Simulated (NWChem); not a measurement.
Species: 2,6-lutidine (C$_{7}$H$_{9}$N); SMILES c1cc(nc(c1)C)C

Results from NWChem. Coordinates come from a PBE0/def2-SVP optimisation. No frequency run checked for a minimum. Level: M05-2X/def2-SVP with SMD (1 M gas to 1 M solution), gas-phase geometry.

Task: Predict the results for solvent 1,4-dioxane. Quantities: solvation free energy (kcal/mol); cavity-dispersion-structure term (kcal/mol); dipole in solution (D).

Result: 
| Property | Value |
|---|---|
| solvation free energy (kcal/mol) | -3.8 |
| cavity-dispersion-structure term (kcal/mol) | -0.9 |
| dipole in solution (D) | 1.97 |
